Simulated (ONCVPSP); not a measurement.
**Transferability test, ONCV potential for Hg (Z = 80)**

Hg, optimised norm-conserving Vanderbilt (ONCV), made with ONCVPSP 4.0.1 (PBEsol, scalar-relativistic). Core [Kr] 4d10 4f14, reference 5s2 5p6 5d10 6s2. Waves: 5s+6s: rc 1.40 bohr, ncon 4, nbas 8, qcut 8.6 1/bohr, 2 projectors; 5p: rc 1.60 bohr, ncon 4, nbas 7, qcut 6.9 1/bohr, 2 projectors, debl 3.4 Ha; 5d: rc 1.75 bohr, ncon 4, nbas 9, qcut 10.1 1/bohr, 2 projectors, debl 2.4 Ha. Local part: polynomial inside 1.05 bohr (lpopt 5, dvloc0 0 Ha). Core correction: none.

Energies are relative to the spin-unpolarised reference configuration 5s2 5p6 5d10 6s2; without spin polarisation the order of configurations can differ from experiment.

Q: Give the all-electron excitation energy and the error of the potential for: 5s2 5p6 5d10 6s1; 5s2 5p6 5d10 6s0; 5s2 5p6 5d9 6s0; 5s2 5p6 5d10 6s1 6p1.

A:

| valence configuration | charge | ΔE all-electron (eV) | error AE − PS (meV) |
| --- | --- | --- | --- |
| 5s2 5p6 5d10 6s1 | +1 | 10.741 | -4.3 |
| 5s2 5p6 5d10 6s0 | +2 | 29.746 | -14 |
| 5s2 5p6 5d9 6s0 | +3 | 65.300 | -22 |
| 5s2 5p6 5d10 6s1 6p1 | 0 | 6.128 | -1.7 |
